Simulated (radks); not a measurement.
Trend from N3+ to Bi3+: ionisation energy by Delta-SCF between NIST ground configurations, and size. Method: scalar-relativistic Kohn-Sham, PBE, spin-unpolarised, spherical densities, point nucleus; computed with a radial shooting solver on a logarithmic mesh with Libxc functionals.

\begin{tabular}{lrrrrr}
species & configuration & configuration of the ion & IE (eV) & NIST (eV) & kind \\ \hline
N3+ & [He] 2s2 & [He] 2s1 & 77.819 & 77.474 & exp. \\
P3+ & [Ne] 3s2 & [Ne] 3s1 & 52.006 & 51.444 & exp. \\
As3+ & [Ar] 3d10 4s2 & [Ar] 3d10 4s1 & 50.648 & 50.2 & exp. \\
Sb3+ & [Kr] 4d10 5s2 & [Kr] 4d10 5s1 & 44.294 & 43.80 & exp. \\
Bi3+ & [Hg] & [Xe] 4f14 5d10 6s1 & 45.406 & 45.4 & exp. \\
\end{tabular}

Reference values: NIST Atomic Spectra Database (exp. = measured, semi-emp. = semi-empirical, theory = theoretical value adopted there). Spin polarisation and multiplet splitting are left out, so open shells lie too high by an amount that depends on their filling. Nuclear size, the Breit interaction and QED, all absent here, shift the 1s and 2s values of heavy ions.

Beside tabulated values, note that spin-unpolarised runs miss the spin-polarisation part of the exchange energy of open shells, and scalar-relativistic runs lack spin-orbit coupling.
